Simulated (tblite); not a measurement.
Compound: C₆H₁₁NOS.
SMILES with atom numbers: `[CH3:1][C@@H:2]([C:3]#[N:4])[CH2:5][CH2:6][S@@:7]([CH3:8])=[O:9]` (hydrogens: H10, H11, H12 on C1; H13 on C2; H14, H15 on C5; H16, H17 on C6; H18, H19, H20 on C8)

Cartesian coordinates in Å at the GFN2-xTB level; atoms count from 1:
```
atom  x, y, z in Å
C1    -2.9043    0.3871    0.2266
C2    -1.4792   -0.1207    0.4642
C3    -1.5124   -1.5260    0.7958
N4    -1.5386   -2.6428    1.0400
C5    -0.5854    0.1041   -0.7655
C6     0.8402   -0.3599   -0.5239
S7     1.5632    0.6515    0.8673
C8     3.3082    0.1573    0.5339
O9     1.4331    2.0435    0.4330
H10   -3.3598   -0.1323   -0.6141
H11   -3.5206    0.2234    1.1076
H12   -2.8813    1.4520    0.0095
H13   -1.0417    0.4137    1.3174
H14   -0.5656    1.1744   -0.9859
H15   -1.0082   -0.4176   -1.6284
H16    1.4502   -0.2035   -1.4115
H17    0.8840   -1.4029   -0.2148
H18    3.3847   -0.9185    0.6383
H19    3.9351    0.6491    1.2704
H20    3.5932    0.4787   -0.4614
```

All values are computed: GFN2-xTB (tblite) harmonic vibrations without scaling, gas phase. Against measured fundamentals such values can be off by several per cent, at times by over 20. One conformer, not necessarily the lowest.

Harmonic wavenumbers (cm⁻¹): 31.4, 32.1, 91.0, 129.4, 149.4, 190.0, 193.4, 236.1, 248.5, 270.8, 329.6, 365.5, 456.9, 542.3, 564.4, 628.9, 675.1, 773.4, 852.4, 880.4, 900.4, 923.6, 959.8, 1040.3, 1068.1, 1089.3, 1118.8, 1127.6, 1139.9, 1194.1, 1236.9, 1258.4, 1286.9, 1305.7, 1337.3, 1409.4, 1428.0, 1437.6, 1456.4, 1468.7, 1489.7, 1493.5, 2408.5, 2912.3, 2964.8, 2981.5, 3007.4, 3013.4, 3037.5, 3043.8, 3047.5, 3055.5, 3065.8, 3077.0.

A = 2387, B = 803.3, C = 684.1 MHz; mass 145.056 u (most abundant isotopes); point group C1, symmetry number 1.

Problem. Zero-point energy?

Solution. Half the sum of the wavenumbers: 35213 cm⁻¹ = 100.68 kcal/mol.

Problem. Entropy at 400 K, 1 bar (ideal gas, RRHO, classical rotation)?

Solution. Translation 42.31, rotation 30.76, vibration 48.20: S = 121.3 cal/(mol K).

Problem. And Cp and H(400 K) − H(0)?

Solution. Cp = 51.72 cal/(mol K), of which vibrations give 43.77 (their classical limit is 54 R = 107.3); H(400 K) − H(0) = 12.59 kcal/mol without the zero-point energy, 9.41 from vibrations.

Problem. How do the functions run with temperature in this model?

Solution. 
```tsv
T (K)	S (cal/(mol K))	Cp (cal/(mol K))	H − H(0) (kcal/mol)	G − H(0) (kcal/mol)	ln q(vib)
150	84.5	27.3	2.71	-9.96	4.56
250	100.7	37.0	5.92	-19.24	7.84
298.15	107.6	41.8	7.82	-24.26	9.35
600	145.4	67.3	24.59	-62.64	18.15
900	175.8	82.6	47.26	-110.98	26.04
```

q(vib) and H(0) count from the zero-point level.

Problem. Which modes carry the vibrational entropy at 400 K?

Solution. 31.4 cm⁻¹: 6.32; 32.1 cm⁻¹: 6.28; 91.0 cm⁻¹: 4.22; 129.4 cm⁻¹: 3.52; 149.4 cm⁻¹: 3.25; 190.0 cm⁻¹: 2.78 cal/(mol K); the other 48 give 21.83 together.

Problem. Blend soft modes into free rotors: weight 1/[1 + (100 cm⁻¹/ν̃)⁴] for the oscillator and the rest for a rotor with moment μB/(μ + B), μ = h/(8π²ν), B = 10⁻⁴⁴ kg m². What vibrational entropy results?

Solution. 43.35 cal/(mol K) in place of 48.20, which changes −T·S at 400 K by +1.94 kcal/mol.

Problem. What must be added to the electronic energy to get the Gibbs energy at 400 K and 1 bar?

Solution. ZPE + [H(400 K) − H(0)] − T·S = 100.68 + 12.59 − 48.51 = 64.76 kcal/mol.

Hindered rotation and anharmonicity are outside this model. Other conformers, if any are populated, would add a mixing term that is left out. The structure is chiral; the term R ln 2 for an equal mix with its mirror image is left out.
